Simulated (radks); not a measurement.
Effect of the nuclear size on neutral erbium, [Xe] 4f12 6s2. Method: Dirac Kohn-Sham, exchange-only LDA, spin-unpolarised, spherical densities, finite nucleus; open shells are shared between the two j in proportion to 2j + 1; Fermi nuclear charge, rms radius 5.2516 fm; computed with a radial shooting solver on a logarithmic mesh with Libxc functionals. The rms radius is varied about that value; shifts are against it.

rms radius (fm)  total energy shift (eV)  density at nucleus (e/bohr^3)  1s1/2 shift (meV)  2s1/2 shift (meV)  4p1/2 shift (meV)  5s1/2 shift (meV)  5p1/2 shift (meV)  6s1/2 shift (meV)  4f7/2 shift (meV)
4.6004                             -7.45                      9.032e+05              -3050               -407              0.242              -3.11              0.313             -0.113              0.534
5.073                              -2.11                       8.78e+05               -866               -115              0.068             -0.883              0.089             -0.032              0.152
5.2516                                 0                      8.692e+05              0.000              0.000              0.000              0.000              0.000              0.000              0.000
5.4407                              2.29                      8.604e+05                940                125             -0.074              0.959             -0.096              0.035             -0.164
6.0866                              10.6                      8.329e+05               4330                577             -0.339               4.41             -0.443              0.160             -0.757

Slopes of the eigenvalues against <r^2> in GHz/fm^2, as finite differences over the two radii next to the reference (eigenvalue slopes, not the field-shift constants of lines): 1s1/2 113000, 2s1/2 15100, 4p1/2 -8.91, 5s1/2 115, 5p1/2 -11.6, 6s1/2 4.17, 4f7/2 -19.8.
